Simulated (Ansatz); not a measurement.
Ansatz (a first-principles code) input (CCSD(T)/aug-cc-pVDZ):

Ansatz 0.2 input:
```yaml
crystal:
  periodic: [false, false, false]
  atoms:
    - {symbol: B, position_ang: [-0.71003125, 0.07546853, -0.03452717]}
    - {symbol: O, position_ang: [0.63419432, 0.01457283, 0.08808635]}
    - {symbol: H, position_ang: [-1.30224394, -0.74213500, -0.67821064]}
    - {symbol: H, position_ang: [-1.25992586, 0.97291974, 0.52460695]}
    - {symbol: H, position_ang: [1.03877147, -0.72471000, -0.37845126]}
basis:
  gaussian:
    orbitals: aug-cc-pVDZ
magnetization: {spin_polarized: false}
correlation: {method: ccsd_t, electrons: outside_noble_gas}
output: {forces: true}
```

Output:

```
Functional definition: HF
integrals: 0.05 GiB planned
698 factors; integrals over basis functions are off by at most 7.4e-4 eV
mean field: 0.14 GiB planned
mean field evaluation 1: about -2755.5079 eV, gradient 3.2e1 eV
mean field evaluation 2: about -2755.5069 eV, gradient 3.2e1 eV
mean field evaluation 4: about -2757.5808 eV, gradient 2.3e0 eV
mean field evaluation 8: about -2757.5997 eV, gradient 7.8e-2 eV
mean field evaluation 16: about -2757.6003 eV, gradient 3.2e-1 eV
mean field -2757.59971261 eV, -101.3399202700 hartree, gradient 1.0e-6 eV, S^2 0.000000; 0 other end points of the search recorded, 0 dependent functions left out
2 core orbitals not correlated
reference -2757.59971261 eV, -101.3399202700 hartree; 6, 6 occupied and 65, 65 virtual orbitals, 698 factors
densities: 0.29 GiB planned
second order -7.99395144 eV of doubles, -0.00000000 eV of singles
coupled cluster: 0.19 GiB planned
cycle   1  -8.26932121 eV  change   -2.8e-1 eV  update   7.2e-2
cycle   2  -8.49597915 eV  change   -2.3e-1 eV  update   2.1e-2
cycle   3  -8.55966526 eV  change   -6.4e-2 eV  update   1.2e-2
cycle   4  -8.55436309 eV  change    5.3e-3 eV  update   3.5e-3
cycle   5  -8.55415216 eV  change    2.1e-4 eV  update   1.4e-3
cycle   6  -8.55456925 eV  change   -4.2e-4 eV  update   3.8e-4
cycle   7  -8.55439913 eV  change    1.7e-4 eV  update   1.1e-4
cycle   8  -8.55436621 eV  change    3.3e-5 eV  update   3.1e-5
cycle   9  -8.55437251 eV  change   -6.3e-6 eV  update   9.9e-6
cycle  10  -8.55437104 eV  change    1.5e-6 eV  update   2.9e-6
perturbative correction -0.22316901 eV, -0.0082013099 hartree
the calculation of the forces begins
Total energy: -2766.37725266 eV, -101.6624889175 hartree
Atom 0 at    -0.710031     0.075469    -0.034527 Å, force    -0.640871    -0.048868    -0.112855 eV/Å
Atom 1 at     0.634194     0.014573     0.088086 Å, force     0.976777     0.159948     0.231688 eV/Å
Atom 2 at    -1.302244    -0.742135    -0.678211 Å, force    -0.171568    -0.250981    -0.196337 eV/Å
Atom 3 at    -1.259926     0.972920     0.524607 Å, force    -0.150252     0.283239     0.179327 eV/Å
Atom 4 at     1.038771    -0.724710    -0.378451 Å, force    -0.014086    -0.143338    -0.101823 eV/Å
Dipole moment:     0.099466    -0.253329    -0.164679 e Å
```
